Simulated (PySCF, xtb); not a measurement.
NbOF3, SMILES [O]=[Nb]([F])([F])[F], multiplicity 1.

Harmonic wavenumbers (cm⁻¹) from GFN2-xTB (xtb) at its own minimum, in rising order: 141, 141, 180, 223, 223, 454, 493, 493, 831.

Task: What does PBE-D3(BJ)/def2-SVP in PySCF 2.14.0 give at its own minimum? (An estimate is asked for; the answer gives what the named calculation found.)

Result: 163, 163, 196, 256, 256, 684, 717, 717, 1017. Paired by order, the mean absolute difference is 110 cm⁻¹ and the zero-point energies are 4.5 and 6.0 kcal/mol.
